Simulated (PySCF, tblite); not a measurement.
Isomers of C7H9FN (doublet state), one GFN2-xTB conformer each. Single-point energies are computed at B3LYP/pcH-1 (PySCF, gas phase, no added dispersion term), electronic only. GFN2-xTB treats the open shell by occupation alone, and not every SCF solution was tested for stability.

```
                  SMILES  GFN2-xTB relative energy (kcal/mol)
    C/C([CH]F)=C(/C)CC#N                                 30.9
    CC1=C(F)C=C(N)[CH]C1                                  2.1
[H]/N=C(\C=C\[CH]F)C1CC1                                 39.9
    CC1=C(F)C=C(N)C[CH]1                                  0.0
  C[C@@H]1C=CC(N)=C[C]1F                                  2.1
```

Conformers: `[CH3:1]/[C:2]([CH:3][F:4])=[C:5](/[CH3:6])[CH2:7][C:8]#[N:9]` (doublet state) with C1–C2–C3–F4 -178°, C2–C5–C7–C8 -79°; `[H]/[N:1]=[C:2](\[CH:3]=[CH:4]\[CH:5][F:6])[CH:7]1[CH2:8][CH2:9]1` (doublet state) with N1–C2–C3–C4 0°, C3–C4–C5–F6 0°, N1–C2–C7–C8 -34°.

Question: What does B3LYP/pcH-1 give for the same structures?

Answer: 
| SMILES | B3LYP/pcH-1 E (Eh) | B3LYP/pcH-1 (kcal/mol) | GFN2-xTB (kcal/mol) | point group |
| --- | --- | --- | --- | --- |
| CC1=C(F)C=C(N)C[CH]1 | -426.74054 | 0.0 | 0.0 | – |
| CC1=C(F)C=C(N)[CH]C1 | -426.73768 | 1.8 | 2.1 | – |
| C[C@@H]1C=CC(N)=C[C]1F | -426.73667 | 2.4 | 2.1 | C1 |
| C/C([CH]F)=C(/C)CC#N | -426.71086 | 18.6 | 30.9 | C1 |
| [H]/N=C(\C=C\[CH]F)C1CC1 | -426.68774 | 33.1 | 39.9 | Cs |

Both levels put the same isomer lowest; measured from each level's own lowest isomer, the values differ by up to 12.3 kcal/mol (C/C([CH]F)=C(/C)CC#N: 30.9 against 18.6). As drawn, the highest has a three-membered ring, which the lowest lacks. Neighbours under 5.0 kcal/mol apart (CC1=C(F)C=C(N)C[CH]1 and CC1=C(F)C=C(N)[CH]C1; CC1=C(F)C=C(N)[CH]C1 and C[C@@H]1C=CC(N)=C[C]1F) can change places with a better method, another conformer or zero-point energy.

Question: What happens when harmonic zero-point energies from GFN2-xTB frequencies are added?

Answer: 
| SMILES | ZPE (kcal/mol) | electronic (kcal/mol) | with ZPE (kcal/mol) |
| --- | --- | --- | --- |
| CC1=C(F)C=C(N)C[CH]1 | 88.9 | 0.0 | 0.0 |
| CC1=C(F)C=C(N)[CH]C1 | 88.8 | 1.8 | 1.6 |
| C[C@@H]1C=CC(N)=C[C]1F | 89.4 | 2.4 | 2.9 |
| C/C([CH]F)=C(/C)CC#N | 87.9 | 18.6 | 17.5 |
| [H]/N=C(\C=C\[CH]F)C1CC1 | 88.4 | 33.1 | 32.5 |

The zero-point energies span 1.5 kcal/mol. The order is unchanged.

Question: As an exercise, what shares would exp(−E/RT) give at 1000 K from these electronic energies alone (no entropy, no degeneracies)?

Answer: RT = 1.987 kcal/mol: CC1=C(F)C=C(N)C[CH]1 58.8 %, CC1=C(F)C=C(N)[CH]C1 23.8 %, C[C@@H]1C=CC(N)=C[C]1F 17.3 %, C/C([CH]F)=C(/C)CC#N under 0.1 %, [H]/N=C(\C=C\[CH]F)C1CC1 under 0.1 %.
